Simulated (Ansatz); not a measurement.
`[CH3][Al-]([CH3])([CH3])[SH2+]` → `[CH2]` (triplet) + `[CH3][AlH-]([CH3])[SH2+]` at 500 K and 1 bar (formal loss of a carbene).

Calculated with Ansatz (gas phase, PBE0-D4/def2-TZVP geometries, no zero-point term in ΔE). CBS: MP2 limit from def2 TZ/QZ plus the TZ coupled-cluster correction, frozen cores. This one scheme is used for every species. Triplets are unrestricted, without spin–orbit coupling. Each species was taken in one conformer, which may not be the lowest.

| species | CCSD(T)/CBS energy (Eh) | H − E (kJ/mol) | S (J/(mol·K)) |
| --- | --- | --- | --- |
| `[CH3][Al-]([CH3])([CH3])[SH2+]` | -760.60306 | 397.9 | 534.2 |
| `[CH2]` (triplet) | -39.09499 | 62.7 | 213.9 |
| `[CH3][AlH-]([CH3])[SH2+]` | -721.32682 | 310.5 | 470.3 |

H − E and S are ideal-gas, rigid-rotor, harmonic terms from PBE0-D4/def2-TZVP, for one conformer and one mirror image of each species, with the whole ground term of open shells counted as degenerate. 1 Eh = 2625.50 kJ/mol, R = 8.31446 J/(mol·K).

**Question.** By hand: ΔE, ΔH, ΔS and ΔG.

**Answer.** ΔE = (-39.09499) + (-721.32682) − (-760.60306) = 0.18125 Eh = 475.9 kJ/mol. Δ(H − E) = 62.7 + 310.5 − 397.9 = -24.7, so ΔH = 451.2 kJ/mol. ΔS = 213.9 + 470.3 − 534.2 = 150.0 J/(mol·K). ΔG = 451.2 − 500 × (150.0)/1000 = 376.2 kJ/mol.

**Question.** By hand: the equilibrium constant, and the temperature at which ΔG would vanish if ΔH and ΔS stayed fixed.

**Answer.** log₁₀ K = −ΔG/(RT ln 10) = -39.3. ΔG = 0 at ΔH/ΔS = 3008 K, far beyond where these terms or the molecules hold.

The number of gas molecules changes by +1, which sets the sign of ΔS. A doubt of 5 kJ/mol in ΔE shifts log₁₀ K by 0.5 here. Other conformers and mirror images would add mixing entropy, several J/(mol·K) or more a flexible species. A triplet takes part, so the spin changes. These are equilibria of isolated gas molecules and say nothing of rates. Largest T1 diagnostic: 0.011 (customary marks: 0.02 for closed shells, 0.045 for open ones).
